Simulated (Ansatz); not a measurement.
Program: Ansatz. Geometries: PBE0-D4/def2-TZVP. ΔE: electronic, gas phase. CCSD(T)/CBS is the MP2 limit (def2-TZVPP, def2-QZVPP) plus CCSD(T) − MP2 in def2-TZVPP, frozen cores. Functionals use def2-TZVPP. B3LYP here is the variant with VWN-RPA as its local correlation; programs differ in this. HSE06 is defined as in plane-wave codes. Each species was taken in one conformer, which may not be the lowest.

Reaction (isomerisation): `FBO[SiH3]` → `B[SiH](O)F`

```csv
level,ΔE (kJ/mol),difference from CCSD(T)/CBS
LDA (SPW92),187.3,17.1
PBE-D4,171.5,1.3
revPBE-D4,167.5,-2.7
BLYP-D4,177.0,6.8
r2SCAN-D4,177.1,6.9
B97M-V,177.3,7.1
PBE0-D4,173.1,2.9
B3LYP-D4,178.8,8.6
r2SCANh-D4,177.7,7.5
r2SCAN0-D4,178.5,8.3
HSE06-D4,173.6,3.4
BHLYP-D4,181.4,11.2
CAM-B3LYP-D4,182.5,12.3
ωB97X-V,172.4,2.2
ωB97M-V,178.1,7.9
B2PLYP,179.8,9.6
PBE-QIDH,176.6,6.4
PBE,172.1,1.9
revPBE,167.7,-2.5
BLYP,178.3,8.1
r2SCAN,177.2,7.0
PBE0,173.7,3.5
r2SCANh,177.8,7.6
r2SCAN0,178.7,8.5
HSE06,174.1,3.9
CAM-B3LYP,183.0,12.8
LC-ωPBE,171.5,1.3
RPA@PBE/def2-TZVPP,175.3,5.1
HF/def2-SVP,217.4,47.2
MP2/def2-SVP,225.7,55.5
CCSD/def2-SVP,220.5,50.3
CCSD(T)/def2-SVP,223.0,52.8
MP2/def2-TZVPP,179.0,8.8
SCS-MP2/def2-TZVPP,178.4,8.2
CCSD/def2-TZVPP,175.5,5.3
HF/def2-QZVPP,184.4,14.2
MP2/def2-QZVPP,175.5,5.3
HF/CBS(def2),184.4,14.2
MP2/CBS(def2),173.2,3.0
CCSD/CBS(def2),169.6,-0.6
CCSD(T)/CBS,170.2,0
```

Largest T1 diagnostic among the species: 0.013.

At CCSD(T), def2-SVP lies +52.8 kJ/mol from the extrapolated value and def2-TZVPP +5.9 kJ/mol. In def2-TZVPP, CCSD(T) changes the Hartree–Fock value by −8.7 kJ/mol (the triples alone add +0.6 kJ/mol) and MP2 by −5.8 kJ/mol.
